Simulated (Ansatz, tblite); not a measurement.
Forces on ZnTe₂⁻ at its r2SCAN-D4/def2-TZVPD geometry. Total charge -1; doublet.

In the def2 sets Te takes a core potential; there is no spin–orbit coupling. The xTB rows come from tblite. Another isomer (doublet) lies 1.06 eV lower at PBE0-D4/def2-TZVPD; other spin states weren't run for this one.

GFN1-xTB (tblite), largest force 0.34 eV/Å:

```xyz
3
positions Å, forces eV/Å
Zn   -0.969   -1.685    0.364    0.152    0.265   -0.058
Te    1.263    0.622    0.870    0.101   -0.182    0.268
Te   -0.293    1.063   -1.234   -0.253   -0.083   -0.210
```

GFN2-xTB (tblite), largest force 1.12 eV/Å:

```
Zn 0.216 0.375 -0.081
Te 0.534 -0.370 0.909
Te -0.750 -0.005 -0.828
```

PBE-D4/def2-TZVPD (Ansatz), largest force 0.24 eV/Å:

```
Zn -0.028 -0.048 0.010
Te 0.155 -0.016 0.185
Te -0.127 0.064 -0.196
```
